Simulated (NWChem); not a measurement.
System meant: GeHOCl$_{2}$F; SMILES [OH][Ge]([Cl])([F])[Cl]

NWChem input:

```
start job
memory heap 200 mb stack 900 mb global 1100 mb
geometry units angstroms noautoz
  O     -1.248771    -0.128894    -1.456339
  Ge    -0.268721    -0.011243    -0.020877
  F     -1.304454     0.064617     1.352797
  Cl     0.929392    -1.745734     0.098180
  Cl     0.916012     1.751785     0.024700
  H     -1.969059     0.513936    -1.475838
end
basis spherical
  O library def2-svp
  Ge library def2-svp
  F library def2-svp
  Cl library def2-svp
  H library def2-svp
end
dft
  xc b3lyp
  iterations 4
  mulliken
end
task dft energy
```

End of the output:

```
    Atom       Charge   Shell Charges
 -----------   ------   -------------------------------------------------------
    1 O    8     8.18   1.97  0.89  0.60  2.70  2.01  0.01
    2 Ge  32    31.83   2.00  2.00  1.92  0.74  0.29  5.99  5.81  1.24  0.90  7.84  2.05  1.04
    3 F    9     9.20   1.98  1.02  0.77  3.21  2.22  0.01
    4 Cl  17    16.93   2.00  1.96  1.05  0.77  5.82  2.25  3.07  0.02
    5 Cl  17    16.96   2.00  1.96  1.05  0.78  5.82  2.25  3.08  0.02
    6 H    1     0.90   0.55  0.17  0.18

 center of mass
 --------------
 x =   0.00051763 y =  -0.00560208 z =   0.02802153

 moments of inertia (a.u.)
 ------------------
        1019.704647836144          -0.000000000000           0.000000000000
          -0.000000000000         704.346732089035          -0.000000000000
           0.000000000000          -0.000000000000        1216.640038986985

     Multipole analysis of the density
     ---------------------------------

     L   x y z        total         alpha         beta         nuclear
     -   - - -        -----         -----         ----         -------
     0   0 0 0     -0.000000    -42.000000    -42.000000     84.000000

     1   1 0 0     -0.277785     -0.138893     -0.138893     -0.000000
     1   0 1 0      0.364042      0.182021      0.182021     -0.000000
     1   0 0 1     -0.327721     -0.163861     -0.163861      0.000000

     2   2 0 0    -36.465788   -131.122856   -131.122856    225.779923
     2   1 1 0     -1.990050     -0.091814     -0.091814     -1.806423
     2   1 0 1      2.049529     -2.953363     -2.953363      7.956255
     2   0 2 0    -38.264459   -205.588625   -205.588625    372.912790
     2   0 1 1     -1.432690     -0.065943     -0.065943     -1.300804
     2   0 0 2    -40.930955    -83.820545    -83.820545    126.710136

 ------------------------------------------------------------------------
 dft energy failed                                                                                  0
 ------------------------------------------------------------------------
 ------------------------------------------------------------------------
  current input line :
    23: task dft energy
 ------------------------------------------------------------------------
 ------------------------------------------------------------------------
 This type of error is most commonly associated with calculations not reaching convergence criteria
 ------------------------------------------------------------------------
 For more information see the NWChem manual at https://nwchemgit.github.io

0:dft energy failed:Received an Error in Communication
```

### Question
Find the fault in this run and fix the input.

### Answer
Convergence was not reached. Cause: the SCF was allowed too few iterations. This input runs:
```
start job
memory heap 200 mb stack 900 mb global 1100 mb
geometry units angstroms noautoz
  O     -1.248771    -0.128894    -1.456339
  Ge    -0.268721    -0.011243    -0.020877
  F     -1.304454     0.064617     1.352797
  Cl     0.929392    -1.745734     0.098180
  Cl     0.916012     1.751785     0.024700
  H     -1.969059     0.513936    -1.475838
end
basis spherical
  * library def2-svp
end
dft
  xc b3lyp
  iterations 150
  mulliken
end
task dft energy
```
It converges to -3172.59627 Ha (B3LYP/def2-SVP).
